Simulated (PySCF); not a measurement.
formamidinium (CH₅N₂), SMILES C(N)=[NH2+], charge +1. The structure is a stationary point at PBE-D3(BJ)/def2-TZVP. Other conformers were not sampled.

Problem. Give the equilibrium geometry at PBE-D3(BJ)/def2-TZVP (PySCF confirms it by a frequency run) as a Z-matrix, and its point group. (An estimate is asked for; the answer gives what the named calculation found.)

Solution. Several could match; the one computed here: point group C2v.
```
C
N 1 1.3148
N 1 1.3148 2 125.36
H 2 1.0169 1 119.87 3 180.00
H 3 1.0169 1 119.87 2 180.00
H 2 1.0190 4 116.97 1 180.00
H 3 1.0190 5 116.97 1 180.00
H 1 1.0925 2 117.32 4 0.00
```
Charge +1, spin multiplicity 1.
